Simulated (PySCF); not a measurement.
Zn(SeH)(SiH3) (H4SeSiZn), SMILES [Zn]([SiH3])[SeH].

Geometry: B3LYP-D3(BJ)/def2-SVP. One conformer was computed; it need not be the lowest.

Two levels are set side by side: PBE/def2-TZVPD (PySCF) and CAM-B3LYP/def2-TZVPD (PySCF). Same geometry, gas phase. Differences are taken from unrounded values.

```
quantity                       PBE
---------------------------  -----
orbital gap (eV)              3.84
highest occupied level (eV)  -5.85
lowest empty level (eV)      -2.02
dipole moment (D)             1.01
mean polarisability (bohr³)   98.9
```

Q: These are the PBE values. What does CAM-B3LYP give? (The exact figures need the calculation; the answer reports its results.)

A: 
```json
[
 {"quantity": "orbital gap (eV)", "CAM-B3LYP": "7.71", "PBE minus CAM-B3LYP": "-3.88"},
 {"quantity": "highest occupied level (eV)", "CAM-B3LYP": "-8.17", "PBE minus CAM-B3LYP": "2.32"},
 {"quantity": "lowest empty level (eV)", "CAM-B3LYP": "-0.46", "PBE minus CAM-B3LYP": "-1.56"},
 {"quantity": "dipole moment (D)", "CAM-B3LYP": "1.18", "PBE minus CAM-B3LYP": "-0.17"},
 {"quantity": "mean polarisability (bohr³)", "CAM-B3LYP": "92.8", "PBE minus CAM-B3LYP": "6.1"}
]
```

PBE's occupied levels lie high since its potential decays too fast outside the molecule; exact exchange lowers them and widens the gap. Loosely held outer electrons make PBE densities more polarisable. Differences between two approximate levels are no errors against the true value.

Rough cost on one machine, each run with all the roots and properties that it gave: CAM-B3LYP against PBE within a factor of 2.
